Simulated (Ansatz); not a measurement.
Start from `[OH][GeH]([Cl])[Cl]` and change one atom or group to get `[OH][GeH]([OH])[Cl]`.

Ansatz, PBE0-D4/def2-TZVP geometries, multiplicity 1. Each molecule was computed in one conformer, which needn't be the lowest.

Scalar relativity is left out up to krypton.

```json
{"property": "LUMO energy (PBE0/def2-TZVPP) / eV", "`[OH][GeH]([Cl])[Cl]`": "-0.78"}
{"property": "HOMO–LUMO gap (ωB97M-V/def2-TZVPP) / eV", "`[OH][GeH]([Cl])[Cl]`": "12.75"}
{"property": "HOMO–LUMO gap (PBE0/def2-TZVPP) / eV", "`[OH][GeH]([Cl])[Cl]`": "8.44"}
{"property": "size of the dipole moment (ωB97M-V/def2-TZVPP) / D", "`[OH][GeH]([Cl])[Cl]`": "0.58"}
{"property": "LUMO energy (PBE/def2-TZVPP) / eV", "`[OH][GeH]([Cl])[Cl]`": "-1.79"}
{"property": "HOMO energy (PBE/def2-TZVPP) / eV", "`[OH][GeH]([Cl])[Cl]`": "-7.70"}
```

**Question.** Give the same properties after the change, and the shifts. (Best estimate.)

**Answer.** The calculation gave: 
```csv
property,`[OH][GeH]([OH])[Cl]`,shift
LUMO energy (PBE0/def2-TZVPP) / eV,-0.11,0.67
HOMO–LUMO gap (ωB97M-V/def2-TZVPP) / eV,13.27,0.52
HOMO–LUMO gap (PBE0/def2-TZVPP) / eV,9.09,0.65
size of the dipole moment (ωB97M-V/def2-TZVPP) / D,1.00,0.42
LUMO energy (PBE/def2-TZVPP) / eV,-1.13,0.66
HOMO energy (PBE/def2-TZVPP) / eV,-7.56,0.14
```

The zero-point energy changes by 32.2 kJ/mol with +3 modes. Dipoles are sizes alone; their direction can turn.
